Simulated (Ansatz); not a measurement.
Reaction (redistribution): `C=C(O)B(C)N` + `B[TeH]` → `CB(N)[TeH]` + `BC(=C)O`

Program: Ansatz. Geometries: PBE0-D4/def2-TZVP. ΔE: electronic, gas phase. CBS: MP2 limit from def2 TZ/QZ plus the TZ coupled-cluster correction, frozen cores. DFT in def2-TZVPP. B3LYP here is the variant with VWN-RPA as its local correlation; programs differ in this. def2 core potentials past Kr. For Te outer-core shells are correlated without core-valence functions, which leaves a few kJ/mol of doubt a bond. One conformer a species, not always the lowest.

| level | ΔE (kJ/mol) | difference from CCSD(T)/CBS |
| --- | --- | --- |
| PBE-D4 | 14.3 | 2.2 |
| PBE0-D4 | 12.7 | 0.6 |
| B3LYP-D4 | 10.8 | -1.3 |
| ωB97X-V | 12.3 | 0.2 |
| ωB97M-V | 12.2 | 0.1 |
| B2PLYP | 12.2 | 0.1 |
| PBE | 14.1 | 2.0 |
| PBE0 | 12.5 | 0.4 |
| MP2/def2-TZVPP | 12.6 | 0.5 |
| SCS-MP2/def2-TZVPP | 11.5 | -0.6 |
| CCSD/def2-TZVPP | 15.5 | 3.4 |
| MP2/def2-QZVPP | 9.7 | -2.4 |
| SCS-MP2/def2-QZVPP | 8.7 | -3.4 |
| HF/CBS(def2) | 3.9 | -8.2 |
| MP2/CBS(def2) | 7.9 | -4.2 |
| CCSD/CBS(def2) | 10.8 | -1.3 |
| CCSD(T)/CBS | 12.1 | 0 |

Largest T1 diagnostic among the species: 0.015.

In def2-TZVPP, CCSD(T) changes the Hartree–Fock value by +12.2 kJ/mol (the triples alone add +1.3 kJ/mol) and MP2 by +8.1 kJ/mol.
